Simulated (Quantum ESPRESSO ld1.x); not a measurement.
Problem. All-electron atom: P7+ in [He] 2s2 2p3 7s1 (not the ground configuration). Calculated with ld1.x of Quantum ESPRESSO 7.5: scalar-relativistic Kohn-Sham, LDA (Slater exchange, Perdew-Wang correlation), spin-polarised, spherical densities, point nucleus; open shells are filled with parallel spins first. Some entries of the table are withheld. Estimate them.

| orbital | occ. | eigenvalue (eV) | r(max) (bohr) | <r> (bohr) |
|---|---|---|---|---|
| 1s up | 1 | -2338.62 | (1) | 0.1037 |
| 1s down | 1 | -2330.39 | (2) | 0.1034 |
| 2s up | 1 | -383.639 | (3) | (4) |
| 2s down | 1 | -369.613 | (5) | (6) |
| 2p up | 3 | -343.033 | 0.325 | 0.4225 |
| 2p down | 0 | -326.792 | 0.330 | 0.4312 |
| 7s up | 1 | -19.4434 | 8.99 | 8.068 |
| 7s down | 0 | -18.8145 | 9.06 | 8.176 |

Solution. 
(1) 1s up r(max) (bohr): 0.068
(2) 1s down r(max) (bohr): 0.068
(3) 2s up r(max) (bohr): 0.397
(4) 2s up <r> (bohr): 0.4752
(5) 2s down r(max) (bohr): 0.403
(6) 2s down <r> (bohr): 0.4821
